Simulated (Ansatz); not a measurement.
I2Zn, charge -1, doublet (typed; the unrestricted solution is spin-contaminated), at a GFN2-xTB geometry (such geometries of metal compounds can be far from the true shape) (a state made from the parent by changing its charge; the spin is typed, not shown lowest) (core potentials on I) (a gas-phase anion, which may not be bound at this level); HF/def2-TZVP (Ansatz, a first-principles code).

Input for Ansatz:
Ansatz 0.2 input:
```yaml
crystal:
  periodic: [false, false, false]
  atoms:
    - {symbol: Zn, position_ang: [-1.20083189, -0.31108621, -0.27389433]}
    - {symbol: I, position_ang: [0.17421088, 1.99842116, -1.36602406]}
    - {symbol: I, position_ang: [0.50550528, -1.82233463, 1.52105858]}
basis:
  gaussian:
    orbitals: def2-TZVP
    occupation: {up: {"A1": 17, "A2": 5, "B1": 8, "B2": 11}, down: {"A1": 16, "A2": 5, "B1": 7, "B2": 12}}
hamiltonian:
  xc: hf
total_charge: -1
magnetization: {spin_polarized: true, initial_magnetization: 1}
```

What the program printed (banner, timings and long lists left out):

```
Functional definition: HF
the irreps are read with x along [-0.319, 0.554, 0.769], y along [0.069, -0.796, 0.601] and z along [0.945, 0.245, 0.216] of the geometry given
1369 factors; integrals over basis functions are off by at most 2.1e-4 eV
mean field evaluation 1: about -64519.3628 eV, gradient 1.2e1 eV
mean field evaluation 2: about -64521.3623 eV, gradient 2.3e0 eV
mean field evaluation 4: about -64521.4532 eV, gradient 1.7e-1 eV
mean field evaluation 8: about -64521.4538 eV, gradient 3.5e-5 eV
mean field -64521.45384161 eV, -2371.1196944671 hartree, gradient 1.8e-6 eV, S^2 1.806691; 0 other end points of the search recorded, 0 dependent functions left out
reference -64521.45384161 eV, -2371.1196944671 hartree; 41, 40 occupied and 107, 108 virtual orbitals, 1369 factors
Total energy: -64521.45384161 eV, -2371.1196944671 hartree
```
